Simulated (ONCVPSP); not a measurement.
# Mn, ONCV: configuration errors across variants

| Item | Value |
| --- | --- |
| Element | Mn |
| Generator | ONCVPSP 4.0.1 |
| Type | optimised norm-conserving Vanderbilt (ONCV) |
| Functional | LDA (Perdew-Wang 92) |
| Relativity | scalar-relativistic |
| Frozen core | [Ne] |
| Valence charge | 15 |
| Reference configuration | 3s2 3p6 3d5 4s1 (charge +1) |
| Partial waves | 3s+4s: rc 1.65 bohr, ncon 4, nbas 9, qcut 7.8 1/bohr, 2 projectors; 3p: rc 1.05 bohr, ncon 5, nbas 10, qcut 16.1 1/bohr, 2 projectors, debl 0.9 Ha; 3d: rc 1.75 bohr, ncon 4, nbas 9, qcut 8.6 1/bohr, 3 projectors, debl 2.4 Ha |
| Local potential | polynomial inside 0.80 bohr (lpopt 3, dvloc0 3 Ha) |
| Core correction | Teter function, fcfact 4.75, rcfact 1.8 |

In the p channel the program set the typed energies aside and used -2.308, 0.250 Ha.

All-electron excitation energies from the reference (eV): (1) 3s2 3p6 3d5 4s2 -8.647; (2) 3s2 3p6 3d5 4s0 15.870; (3) 3s2 3p6 3d4 4s0 48.686; (4) 3s2 3p6 3d3 4s0 99.733.

1 further variants failed, have other tests or too few solved ones, and are left out.

Errors AE − PS in meV (a dash: test not solved or not reliable):

| change | (1) | (2) | (3) | (4) | bound ghosts | GHOST(+) flags above zero |
| --- | --- | --- | --- | --- | --- | --- |
| base | +2.0 | +0.2 | +81 | +661 | none | none |
| core correction Teter function, fcfact 4.75, rcfact 1.64 | +2.1 | +0.3 | +82 | +669 | none | none |
| core correction Teter function, fcfact 5.5, rcfact 1.5 | +2.1 | +0.3 | +82 | +672 | none | none |
| d: qcut 6.7 | +2.7 | +1.2 | +139 | +1059 | none | d |
| s: qcut 9.4; p: qcut 19.3; d: qcut 10.3 | +1.7 | 0.0 | +54 | +465 | none | none |

Task: Give the same row for: core correction Teter function, fcfact 2.8, rcfact 1.8.

Result: +2.1, +0.4, +82, +667; bound ghosts: none; GHOST(+) flags above zero: none.
